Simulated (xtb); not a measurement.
Ta(O)(OH)(NH2)2 (H₅N₂O₂Ta), SMILES [Ta]([OH])([NH2])([NH2])=[O], multiplicity 1. All values are semi-empirical tight-binding results from xtb (GFN2-xTB unless named), good for trends rather than for accurate numbers. Geometry: GFN2-xTB. The spin state was assumed, not searched. The structure was generated by enumeration; whether it is a known compound was not checked. The values are those of a single conformer.

Optimised geometry:

```xyz
10

Ta     0.0520    -0.0010     0.0050
O      1.1075     0.8051    -1.0793
O      0.8395    -0.9376     1.3917
H      1.5964    -1.2502     1.8868
N     -1.0364    -1.1896    -1.1702
H     -0.9822    -1.2470    -2.1806
H     -1.6836    -1.9068    -0.8596
N     -1.1531     1.4426     0.6696
H     -1.1394     2.4141     0.3816
H     -1.8370     1.3560     1.4142
```

For metal compounds this method's bond lengths and energies can be far off.

**Question.** Estimate the properties. (The exact figures need the calculation; the answer reports its results.)

**Answer.** 
```json
{
  "point_group_as_xtb_finds_it": "Cs",
  "orbital_gap": "4.00 eV",
  "zero_point_energy": "37.9 kcal/mol",
  "G − E(el) at 298.15 K (modified RRHO)": "16.5 kcal/mol"
}
```

Computed atomic charges and the Wiberg bond orders between heavy atoms:
charges (e) Ta1 1.03, O2 -0.55, O3 -0.60, H4 0.31, N5 -0.46, H6 0.19, H7 0.17, N8 -0.46, H9 0.19, H10 0.17. Bond orders Ta1–O2 2.12, Ta1–O3 1.07, Ta1–N5 1.12, Ta1–N8 1.12.
